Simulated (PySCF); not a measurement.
**NMR parameters from quadrupole coupling constants**

Species: C5H3F3O.
Structure used (GFN2-xTB), in Å, numbered top down from 1:
```xyz
12
C5H3F3O angstrom
C     -0.6765    0.9701   -2.4540
C     -0.6240    0.3884   -1.2838
C     -1.1820   -0.4118   -0.1856
C      0.0547    0.0402   -0.0615
O      1.1884    0.1313    0.6762
C      1.1612   -0.4801    1.8624
F      2.3301   -0.3212    2.4612
F      0.2179    0.0038    2.6813
F      0.9277   -1.7958    1.7714
H      0.1610    1.5204   -2.8438
H     -1.5616    0.9158   -3.0616
H     -1.9957   -0.9618    0.2206
```

Computed at B3LYP/pcJ-1 (PySCF, non-relativistic):

```json
{"atom": "O5", "environment": "ether oxygen", "nucleus": "17O", "spin I": "5/2", "Q (b)": "-0.0256", "CQ = χzz (MHz)": "-11.394", "η": "0.631"}
```

Work back to Vxx, Vyy and Vzz; CQ/MHz = 234.96 (Q/b)(Vzz/au).

Vxx = −Vzz(1 − η)/2 and Vyy = −Vzz(1 + η)/2, in au:

```csv
atom,Vxx (au),Vyy (au),Vzz (au),Vzz (10²¹ V/m²)
O5,-0.350,-1.545,1.894,18.41
```

Give the quadrupolar product PQ = |CQ|√(1 + η²/3), the quadrupolar frequency νQ = 3|CQ|/[2I(2I − 1)] and the Larmor frequency ν0 = |g| × 7.62259 MHz/T × B at 14.1 T, with g(17O) = −0.75752.

| atom | PQ (MHz) | νQ (MHz) | ν0 (MHz) | νQ/ν0 |
| --- | --- | --- | --- | --- |
| O5 | 12.13 | 1.709 | 81.42 | 0.021 |

For O5: PQ = 11.39 × 1.0643, νQ = 11.39 × 0.1500, ν0 = 5.7742 MHz/T × 14.1 T.

Second-order quadrupolar shift of the central transition's centre of gravity (half-integer spins, νQ < ν0/10) at 14.1 and 18.8 T.

From −(3/40)(PQ/ν0)²[I(I + 1) − 3/4]/[I(2I − 1)]², which goes as 1/B² (ppm):

```json
{"site": "17O at O5", "14.1 T": "-133", "18.8 T": "-74.9"}
```

Quadrupolar 1/T1 and linewidth for τc = 8 ps (extreme narrowing, isotropic tumbling)?

1/T1 = 1/T2 = (3π²/10)(2I + 3)/[I²(2I − 1)] × PQ² × τc; the width is 1/(πT2).

| site | spin factor (2I + 3)/[I²(2I − 1)] | 1/T1 (s⁻¹) | T1 (ms) | linewidth (Hz) |
| --- | --- | --- | --- | --- |
| 17O at O5 | 0.320 | 1110 | 0.897 | 355 |

The couplings are those of the rigid, isolated species; surroundings and motion change them. GFN2-xTB bond lengths can be off by several hundredths of an ångström, more for odd bonds, and the gradients follow them. A larger basis could move these couplings by a tenth or more.

One conformer stands for the species.
